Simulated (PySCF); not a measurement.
In(CF3)(OH)2 (CH2F3InO2), SMILES [OH][In]([OH])[C](F)(F)F.

Geometry optimised at B3LYP-D3(BJ)/def2-SVP. The def2 effective core potentials stand for the cores of In; spin–orbit coupling is left out. One conformer was computed; it need not be the lowest.

Vertical ionisation energy (IE) and electron affinity (EA) in eV. Rows of orbital energies are one-electron estimates. Where ΔSCF, EOM or ADC give a negative EA the extra electron is unbound and the value depends on the basis.

| level | IE | EA |
|---|---|---|
| −ε(HOMO), −ε(LUMO), r2SCAN/def2-TZVP (PySCF) | 7.38 | 2.62 |
| −ε(HOMO), −ε(LUMO), PBE/def2-TZVP (PySCF) | [?] | [?] |

Question: Complete the blanks. (An estimate is asked for; the answer gives what the named calculation found.)

Answer: 
- −ε(HOMO), −ε(LUMO), PBE/def2-TZVP (PySCF), IE: 7.00
- −ε(HOMO), −ε(LUMO), PBE/def2-TZVP (PySCF), EA: 2.82
